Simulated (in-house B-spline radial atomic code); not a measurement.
Multiplet parameters of the 2p3 shell in Si7+ ([He] 2s2 2p3). Method: non-relativistic Hartree-Fock, average of configuration, point nucleus. Calculated with a B-spline radial code for spherical atoms.

Slater integrals: F^2 = 203164 cm⁻¹. Central-field spin-orbit parameter ζ(2p) = 4417 cm⁻¹ (bare central field on non-relativistic orbitals, without two-electron terms: too large for light atoms, too small for heavy ones).

With F₂ = F^2/25 = 8127 cm⁻¹:

(1) Where do the terms lie in LS coupling, without spin-orbit interaction?

(2) How far can these numbers be trusted?

Results:

(1) In cm⁻¹ above the Hund's-rule term:
| term | expression | energy |
| --- | --- | --- |
| 4S | 0 F₂ | 0 |
| 2D | 9 F₂ | 73139 |
| 2P | 15 F₂ | 121898 |

(2) Unscaled Hartree-Fock integrals overestimate measured term splittings, because correlation screens the repulsion; fits to spectra scale them down, most for low charges. Here ζ is 0.54 times F₂, so LS coupling is a fair start, though levels of equal J in close terms still mix.
